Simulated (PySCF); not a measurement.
Shifts of the heteroatoms

Atoms are numbered as in `[SiH3:1][SiH2:2][SiH:3]([SiH3:4])[SiH3:5]` (H(Xn): hydrogen on atom n).

[PySCF: coordinates at the PBE0-D3(BJ)/def2-TZVP level; GIAO B97-2/pcSseg-2 shieldings; equivalent nuclei averaged; single conformer; no solvent model; non-relativistic Hamiltonian]

Task: Where does 29Si resonate?

Result: 
```json
{"atoms": "Si4/Si5", "environment": "silicon bonded to Si, 3 H", "σ (ppm)": "449.1", "δ (ppm)": "-98.4"}
{"atoms": "Si1", "environment": "silicon bonded to Si, 3 H", "σ (ppm)": "452.9", "δ (ppm)": "-101.9"}
{"atoms": "Si2", "environment": "silicon bonded to 2 Si, 2 H", "σ (ppm)": "459.9", "δ (ppm)": "-108.1"}
{"atoms": "Si3", "environment": "silicon bonded to 3 Si, H", "σ (ppm)": "480.8", "δ (ppm)": "-126.7"}
```

Shieldings were converted by a linear fit to measured shifts: 29Si (scatter 6.0 ppm rms, 28.9 ppm with the 5 outliers that the fit left out vs TMS, solution or neat liquid). Occasional misses reach two or three times the rms, and more in compound classes unlike the fitted ones.

On a 400 MHz spectrometer 29Si resonates near 79.5 MHz, so 1 ppm is 79.5 Hz.
